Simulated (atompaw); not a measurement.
## chromium: one change to a PAW (atompaw) potential, before and after

chromium (Cr), PAW, made with atompaw 4.2.0.5 (PBEsol, scalar-relativistic). Core [Ar], reference 3d5 4s0 4p0 (charge +1). Waves: 4s (bound, empty): rc 2.60 bohr; 4s channel at -0.3 Ry: rc 2.60 bohr; 4p (bound, empty): rc 2.60 bohr; 4p channel at 0.05 Ry: rc 2.60 bohr; 3d (bound): rc 1.55 bohr; 3d channel at 2.95 Ry: rc 2.60 bohr. Local part: bessel scheme, radius 2.45 bohr. Core correction: smooth core density matched at 1.70 bohr. Augmentation charge: sinc compensation charge, radius 2.30 bohr; PAW radius 2.60 bohr; waves and projectors: custom rrkj vanderbiltortho.

Change: all radii scaled by about 0.90 (s 2.34, p 2.34, d 1.40 bohr); local potential bessel scheme, radius 2.20 bohr; augmentation sinc compensation charge, radius 2.06 bohr; PAW radius 2.34 bohr; waves and projectors: custom rrkj vanderbiltortho; core correction smooth core density matched at 1.52 bohr.

Cutoffs: the cutoffs (Ry, on a coarse ladder) from which the occupation-weighted sum of valence levels, in a spherical-Bessel basis at the reference potential, stays within 10 and 1 mRy of its value at 400 Ry; they do not see the model core or the augmentation charge, which bear on the density cutoff.

Q: What does the change do?

A: The potential gets harder (40 Ry and 70 Ry → 50 Ry and 90 Ry); neither file shows a bound ghost. A smaller radius makes the pseudo-wave follow the all-electron one further in, where it bends more sharply, so more plane waves are needed.

```tsv
quantity	base	changed
cutoff, loose	40 Ry	50 Ry
cutoff, tight	70 Ry	90 Ry
bound ghosts	none	none
lowest overlap eigenvalue by channel	s 0.43, p 0.66, d 0.68	s 0.48, p 0.71, d 0.67
```

 The cutoffs see the waves, projectors and local potential, not the compensation charge or the core.
